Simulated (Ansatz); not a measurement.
(1) Predict a relaxed structure of TaO3H, charge 0, singlet, at r2SCAN-D4/def2-TZVP (Ansatz).

Answers

(1) 
```csv
atom,x (Å),y (Å),z (Å)
Ta1,-0.067,-0.665,0.586
O2,-0.571,1.117,0.588
O3,-0.950,0.463,1.875
O4,0.687,-0.700,-1.124
H5,0.902,-0.216,-1.924
```
Point group Cs (tolerance 0.1 Å). The metal has 3 neighbours: O 1.85 Å, O 1.93 Å, O 1.87 Å. This is one stationary point.

In the def2 sets Ta takes a core potential; there is no spin–orbit coupling. The structure holds one bond between oxygen atoms, so isomers without such links may lie far lower. The restricted singlet is unstable towards broken spin symmetry at other levels; at r2SCAN-D4/def2-TZVP this wasn't settled. The relaxation made no stability test and no search for a lower SCF solution. The structure comes from a short search, and lower isomers may exist.
